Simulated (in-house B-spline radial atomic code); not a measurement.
Radial electron density of K6+, [Ne] 3s2 3p1. Computed with an all-electron radial atomic-structure program (B-spline basis): scalar-relativistic (X2C) TPSS, spin-polarised, spherical fractional occupations, Fermi nucleus of rms radius 3.4349 fm.

Columns: r (bohr), 4πr²n(r) (electrons per bohr), bar.

```
 0.00302   0.5437 #
  0.0036   0.7459 #
 0.00429    1.019 ##
 0.00511    1.384 ###
 0.00609    1.872 ####
 0.00726    2.516 #####
 0.00866    3.358 #######
  0.0103     4.42 #########
  0.0123    5.786 ###########
  0.0147    7.478 ###############
  0.0175    9.454 ###################
  0.0208     11.7 #######################
  0.0248     14.2 ############################
  0.0296    16.78 #################################
  0.0353    19.16 ######################################
   0.042    21.04 #########################################
  0.0501    22.12 ###########################################
  0.0597    22.14 ############################################
  0.0712    21.04 #########################################
  0.0848    19.13 ######################################
   0.101    17.03 #################################
   0.121    15.56 ###############################
   0.144    15.57 ###############################
   0.171    17.14 ##################################
   0.204    19.76 #######################################
   0.243       22 ###########################################
    0.29    22.39 ############################################
   0.346    20.09 #######################################
   0.412    15.63 ###############################
   0.491    10.45 #####################
   0.585    6.326 ############
   0.697    4.193 ########
   0.831     3.68 #######
   0.991    3.604 #######
    1.18    3.065 ######
    1.41    2.001 ####
    1.68   0.9601 ##
       2   0.3311 #
    2.38  0.07882 
    2.84  0.01159 
    3.39 0.001012 
    4.04 4.714e-05
```

On this grid the curve has 2 maxima, near 0.0597, 0.29 bohr.

The 3s up radial function P(r) = rR(r), positive near the nucleus:

| r (bohr) | P |
| --- | --- |
| 0.00105 | 0.02159 |
| 0.0015 | 0.03012 |
| 0.00212 | 0.04148 |
| 0.00302 | 0.05728 |
| 0.00429 | 0.07837 |
| 0.00609 | 0.1061 |
| 0.00866 | 0.1419 |
| 0.0123 | 0.1855 |
| 0.0175 | 0.2351 |
| 0.0248 | 0.2831 |
| 0.0353 | 0.3157 |
| 0.0501 | 0.307 |
| 0.0712 | 0.2235 |
| 0.101 | 0.03869 |
| 0.144 | -0.2386 |
| 0.204 | -0.4997 |
| 0.29 | -0.5575 |
| 0.412 | -0.2341 |
| 0.585 | 0.4108 |
| 0.831 | 0.9811 |
| 1.18 | 1.012 |
| 1.68 | 0.5461 |
| 2.38 | 0.1438 |
| 3.39 | 0.01404 |
